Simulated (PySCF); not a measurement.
**Bonding in `C[C@@]([SiH3])(CC#N)[SiH2]N`**

Compound: C₄H₁₂N₂Si₂.
Numbering: `[CH3:1][C@@:2]([SiH3:3])([CH2:4][C:5]#[N:6])[SiH2:7][NH2:8]` (hydrogens: H9, H10, H11 on C1; H12, H13, H14 on Si3; H15, H16 on C4; H17, H18 on Si7; H19, H20 on N8)

Geometry (GFN2-xTB, Å), atoms numbered from 1 in this order:
```xyz
20
C4H12N2Si2 angstrom
C     -0.4799    0.0170   -1.4943
C     -0.2182    0.1502    0.0078
Si    -1.4399    1.4200    0.7502
C     -0.4209   -1.2260    0.6707
C     -1.7437   -1.7456    0.4594
N     -2.7970   -2.1535    0.2741
Si     1.5904    0.6918    0.3238
N      2.5907   -0.5632   -0.3102
H      0.1682   -0.7375   -1.9435
H     -0.3020    0.9633   -2.0028
H     -1.5114   -0.2796   -1.6885
H     -1.2187    1.4865    2.1961
H     -1.1752    2.7267    0.1470
H     -2.8158    1.0195    0.4683
H     -0.2490   -1.1578    1.7488
H      0.2926   -1.9496    0.2610
H      1.7891    2.0254   -0.2603
H      1.8892    0.6994    1.7559
H      3.5738   -0.5386   -0.0932
H      2.4725   -0.8377   -1.2731
```

Bond orders from the PBE0/pcSseg-1 density (PySCF). Geometry: GFN2-xTB, one conformer, isolated molecule.

(1) Where do the orders between heavy atoms depart from those drawn in the SMILES?

(2) Set the Mayer orders of the bonds between heavy atoms beside their lengths.

Answers

(1) The largest departure is 0.166, at C2–Si7 (drawn single, 0.834). Drawn single, order below 0.88: C2–Si3 (0.858) and C2–Si7 (0.834).

(2) 
| bond | drawn as | length (Å) | Mayer order |
| --- | --- | --- | --- |
| C1–C2 | single | 1.531 | 1.003 |
| C2–Si3 | single | 1.912 | 0.858 |
| C2–C4 | single | 1.541 | 0.972 |
| C4–C5 | single | 1.437 | 1.025 |
| C5–N6 | triple | 1.145 | 3.041 |
| C2–Si7 | single | 1.914 | 0.834 |
| Si7–N8 | single | 1.726 | 1.031 |

Bonds between the same two heavy elements. C–C: lowest C2–C4 (0.972, 1.541 Å), highest C4–C5 (1.025, 1.437 Å). C–Si: lowest C2–Si7 (0.834, 1.914 Å), highest C2–Si3 (0.858, 1.912 Å).

Task: And the bonds to hydrogen?

Result: C–H: 0.91 to 0.96 (5 bonds); H–Si: 0.90 to 0.95 (5 bonds); H–N: 0.94 to 0.95 (2 bonds).

Task: Sum the orders of all bonds at each heavy atom with more than one neighbour and set the sums beside the valence in the SMILES.

Result: C1 3.868 (drawn 4), C2 3.667 (drawn 4), Si3 3.700 (drawn 4), C4 3.827 (drawn 4), C5 4.066 (drawn 4), Si7 3.714 (drawn 4), N8 2.924 (drawn 3). Orders between atoms that aren't bonded are not in these sums.

For a closed shell the Mayer order of atoms A and B is Σ (PS)μν (PS)νμ over the basis functions μ on A and ν on B, with P the density and S the overlap matrix.
